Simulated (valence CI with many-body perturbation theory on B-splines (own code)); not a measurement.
**From CI to CI+MBPT in Au48+**

Computed by relativistic CI+MBPT: three valence electrons over a frozen Dirac-Fock core [Ar] 3d10, radial functions for each j: 11 s, 11 p, 9 d, 7 f, 5 g, 2 h, 1 i, with the one-electron correlation potential Σ1, the two-electron term Σ2, the three-electron term Σ3, Breit, model QED; selected CI, second order for the rest (own B-spline code, finite nucleus).

The last digits are not significant, and no measured levels were compared; by estimate large intervals hold to a few tenths of a per cent, small ones and those within an open d or f shell to about a per cent.

Each rung adds one term. CI alone is the Dirac-Coulomb CI over the frozen core; QED comes last and gives the full result, which names the levels. Energies are above (4s^2 4p1/2) J=1/2 on the same rung, in × 10³ cm⁻¹.

Levels are named by their leading jj configuration (3d3/2^4 stands for four electrons in 3d with j = 3/2), which in mixed levels can hold well under half, so a name can repeat and another be missing. Letters in brackets count levels of one name in rising energy.

| Level | CI alone | Σ1 | Σ2 | Σ3 | Breit | QED | Full |
| --- | --- | --- | --- | --- | --- | --- | --- |
| (4s 4p1/2^2) J=1/2 | 889.72 | -1.07 | +0.35 | +0.05 | +10.84 | -13.43 | 886.46 |
| (4s^2 4p3/2) J=3/2 | 1131.1 | +2.52 | +1.10 | +0.01 | -12.58 | +1.08 | 1123.2 |
| (4s 4p1/2 4p3/2) J=3/2 [a] | 1896.8 | +1.40 | +5.16 | +0.15 | -1.77 | -12.26 | 1889.5 |
| (4s 4p1/2 4p3/2) J=5/2 | 1975.4 | +1.42 | +2.97 | +0.11 | -2.71 | -12.18 | 1965.0 |
| (4s 4p1/2 4p3/2) J=3/2 [b] | 2084.5 | +1.41 | -1.24 | +0.05 | -2.61 | -11.92 | 2070.2 |
| (4s 4p1/2 4p3/2) J=1/2 | 2107.1 | +1.45 | -4.92 | +0.02 | -1.66 | -12.34 | 2089.6 |
| (4s^2 4d3/2) J=3/2 | 2591.1 | +0.40 | -5.94 | +0.02 | -15.65 | -2.15 | 2567.8 |
| (4s^2 4d5/2) J=5/2 | 2805.6 | +1.51 | -2.72 | +0.07 | -20.65 | -1.75 | 2782.0 |
| (4p1/2^2 4p3/2) J=3/2 | 2974.9 | +0.31 | -2.69 | +0.11 | +8.08 | -25.13 | 2955.6 |
| (4s 4p3/2^2) J=5/2 | 3095.3 | +3.75 | +1.90 | +0.06 | -15.01 | -10.56 | 3075.5 |
| (4s 4p3/2^2) J=1/2 | 3233.5 | +3.96 | -0.57 | -0.01 | -14.02 | -11.17 | 3211.7 |
| (4s 4p3/2^2) J=3/2 | 3268.7 | +3.96 | -5.02 | 0.00 | -14.46 | -11.13 | 3242.0 |
| (4s 4p1/2 4d3/2) J=3/2 [a] | 3282.7 | -0.82 | +3.69 | +0.23 | -5.21 | -15.08 | 3265.6 |
| (4s 4p1/2 4d3/2) J=5/2 | 3351.4 | -0.77 | +2.05 | +0.19 | -6.09 | -15.02 | 3331.8 |
| (4s 4p1/2 4d3/2) J=1/2 | 3473.2 | -0.76 | -5.11 | +0.07 | -5.23 | -14.99 | 3447.2 |
| (4s 4p1/2 4d3/2) J=3/2 [b] | 3486.4 | -0.67 | -4.78 | +0.05 | -5.51 | -15.13 | 3460.4 |
| (4s 4p1/2 4d5/2) J=5/2 [a] | 3599.1 | +0.20 | -0.32 | +0.15 | -10.23 | -14.41 | 3574.4 |
| (4s 4p1/2 4d5/2) J=7/2 | 3650.6 | +0.26 | -1.15 | +0.17 | -11.46 | -14.26 | 3624.1 |
| (4s 4p1/2 4d5/2) J=5/2 [b] | 3702.5 | +0.29 | -2.09 | +0.03 | -10.41 | -14.68 | 3675.7 |
| (4s 4p1/2 4d5/2) J=3/2 | 3715.2 | +0.37 | -3.61 | +0.06 | -9.15 | -15.33 | 3687.6 |
| (4p1/2 4p3/2^2) J=3/2 | 4092.4 | +2.68 | -4.78 | +0.07 | -4.19 | -23.89 | 4062.3 |
| (4p1/2 4p3/2^2) J=5/2 | 4095.2 | +2.69 | -1.20 | +0.11 | -5.63 | -23.43 | 4067.7 |
| (4p1/2 4p3/2^2) J=1/2 | 4155.7 | +2.84 | -2.23 | +0.06 | -4.30 | -24.05 | 4128.0 |
| (4s^2 4f5/2) J=5/2 | 4301.4 | +1.15 | -2.42 | -0.05 | -23.76 | -2.47 | 4273.8 |
| (4p1/2^2 4d3/2) J=3/2 | 4327.2 | -1.87 | -2.11 | +0.15 | +5.56 | -28.34 | 4300.6 |
| (4s^2 4f7/2) J=7/2 | 4376.2 | +1.85 | -2.66 | -0.06 | -26.76 | -2.49 | 4346.0 |
| (4s 4p3/2 4d3/2) J=3/2 [a] | 4493.7 | +1.73 | -0.19 | +0.15 | -17.97 | -13.88 | 4463.6 |
| (4s 4p3/2 4d3/2) J=1/2 [a] | 4493.4 | +1.73 | +0.30 | +0.16 | -17.57 | -13.86 | 4464.2 |
| (4s 4p3/2 4d3/2) J=5/2 [a] | 4495.8 | +1.77 | -0.55 | +0.14 | -18.21 | -14.03 | 4464.9 |
| (4s 4p3/2 4d3/2) J=7/2 | 4535.4 | +1.82 | -0.32 | +0.05 | -19.84 | -13.10 | 4504.1 |
| (4p1/2^2 4d5/2) J=5/2 | 4623.8 | -0.81 | -4.86 | +0.17 | -0.05 | -27.51 | 4590.8 |

The middle columns are the shifts that each term adds.

(1) How does the ionisation energy move along the ladder, and which term matters most?

Answers

(1) CI alone 2710.8, + Σ1 2712.8, + Σ2 2712.7, + Σ3 2712.7, + Breit 2709.0, + QED 2709.0 eV. The largest step is Breit, -3.7 eV. NIST lists 2708 ± 4 eV (theoretical).
